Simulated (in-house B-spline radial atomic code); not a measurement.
Results of a calculation; reference values are marked as such.
# What the choice of pseudopotential does to G0W0 on PBE: Mn⁺

All numbers come from a B-spline radial code for spherical atoms, non-relativistic, configuration [Ar] 3d5 4s1, open shells at high spin. Semilocal Troullier-Martins pseudo-atoms, one channel per l, are made with PBE or LDA for several valence sets and radii, with or without a model core, and set against the all-electron atom. One channel fits only the lowest state of its l, so a second state of that l is approximate. All electrons give 4s up: PBE -12.457 eV, G0W0 -16.245 eV. Potentials are made in the ion's own configuration unless the neutral atom is named, and a smooth local potential serves every l without a channel. Potentials that miss their own reference levels by more than 6 millihartree, or need radii over 3.5 bohr, are left out. Columns give pseudo minus all-electron, in eV; a dash marks a level in the core or of low weight.

```csv
valence,made with,radii (bohr),model core (bohr),4s up PBE,4s up G0W0
3d 4s,"PBE, neutral atom",s 2.52 p 3.40 d 2.28,none,+0.13,-0.27
3d 4s,"PBE, neutral atom",s 3.28 p 3.40 d 2.96,none,-0.03,-0.67
3d 4s,"PBE, neutral atom",s 2.02 p 2.72 d 1.82,1.23,0.00,-0.33
3d 4s,PBE,s 2.78 p 3.40 d 2.62,1.23,-0.01,-0.50
3p 3d 4s,"PBE, neutral atom",s 2.02 p 0.60 d 1.82,none,+0.02,-0.87
3p 3d 4s,"PBE, neutral atom",s 2.02 p 0.60 d 1.82,0.44,+0.01,-0.88
3p 3d 4s,"PBE, neutral atom",s 2.27 p 0.68 d 2.05,0.44,0.00,-0.89
3p 3d 4s,"PBE, neutral atom",s 2.90 p 0.87 d 2.62,0.44,-0.03,-1.20
3p 3d 4s,"PBE, neutral atom",s 3.28 p 0.98 d 2.96,0.44,-0.09,-1.50
3s 3p 3d 4s,"PBE, neutral atom",s 0.74 p 0.76 d 2.28,none,-0.03,-0.14
3s 3p 3d 4s,"PBE, neutral atom",s 0.96 p 0.98 d 2.96,none,-0.17,-0.50
3s 3p 3d 4s,"PBE, neutral atom",s 0.74 p 0.76 d 2.28,0.43,-0.02,-0.14
3s 3p 3d 4s,"PBE, neutral atom",s 0.85 p 0.87 d 2.62,0.43,-0.05,-0.26
3s 3p 3d 4s,PBE,s 0.96 p 0.98 d 2.96,0.43,-0.09,-0.40
```

Question: How does the G0W0 shift of 4s up, which all sets hold, depend on the valence set?

Answer: Mean size: 3s 3p 3d 4s: 0.29 eV; 3d 4s: 0.44 eV; 3p 3d 4s: 1.07 eV. A semicore state feels strong exchange with the other subshells of its n, so the gain is largest when that whole shell is in the valence. A larger valence set can do worse when it takes only part of a shell, whose exchange with the frozen rest is then left to the functional. The means mix radii and the functional used in making the potentials.
